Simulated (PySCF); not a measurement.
Structure with atom numbers: `[CH2:1]=[CH:2][O:3]/[CH:4]=[CH:5]\[C@H:6]([CH3:7])[SiH2:8][CH3:9]`; H(Xn) means a hydrogen on atom n. Ha(C1) is cis to O3; Ha(Si8) is pro-R; Hb(Si8) is pro-S; Hb(C1) is trans to O3.

[PySCF: σ from GIAO-PBE0/pcSseg-1; geometry from GFN2-xTB; no solvent; non-relativistic Hamiltonian; averaged over atoms made equivalent by symmetry, fast rotation or ring inversion; one conformer]

Scale: 13C, 1H, 29Si vs TMS; H2O for 17O (reference shieldings calculated alike).

```
  atoms  nucleus  count  Hirshfeld charge  δ (ppm)
Ha(Si8)       1H      1             -0.09     3.83
  H(C5)       1H      1              0.05     4.92
 Hb(C1)       1H      1              0.05     4.35
     C1      13C      1             -0.15        ?
     C5      13C      1             -0.06    124.3
 Ha(C1)       1H      1              0.04        ?
     C9      13C      1             -0.22        ?
     C6      13C      1             -0.11        ?
  H(C7)       1H      3              0.04     1.23
     C4      13C      1              0.02        ?
Hb(Si8)       1H      1             -0.09     4.21
  H(C6)       1H      1              0.03     2.45
     C7      13C      1             -0.12        ?
    Si8     29Si      1              0.34    -35.2
  H(C4)       1H      1              0.05     6.62
  H(C2)       1H      1              0.06     6.72
  H(C9)       1H      3              0.04     0.15
     O3      17O      1             -0.07    187.7
     C2      13C      1              0.03    157.1
```

Problem. Estimate the values marked ?.

Solution. 
- C4: 142.6 ppm, alkene carbon bearing oxygen; an sp2 carbon further deshielded by the attached heteroatom
- C1: 90.8 ppm, β carbon of an enol-ether or enamine type C=C; the O or N lone pair pushes π density onto this β carbon and shields it
- C6: 21.7 ppm, allylic sp3 CH bonded to Si
- C7: 19.2 ppm, methyl carbon; aliphatic region, no heteroatom directly attached
- C9: -7.8 ppm, methyl carbon bonded to Si; an electropositive neighbour leaves it electron-rich and shielded
- Ha(C1): 4.40 ppm, hydrogen on a β carbon of an enol-ether or enamine type C=C; lone-pair donation from O or N shields it, upfield of ordinary alkene protons

Shifts are as computed. Against solution values, carbons near 30 ppm lie about +3 ppm off and those near 130 ppm about +5 ppm. Of 1309 compounds with measured shifts, 239 miss one by over three times the rms of a fit or turn the order of signals round; such compounds aren't used in these exercises. Experimental scales use liquid or dissolved standards, which lie at an offset from isolated H2O (liquid H2O: subtract about 36 ppm).
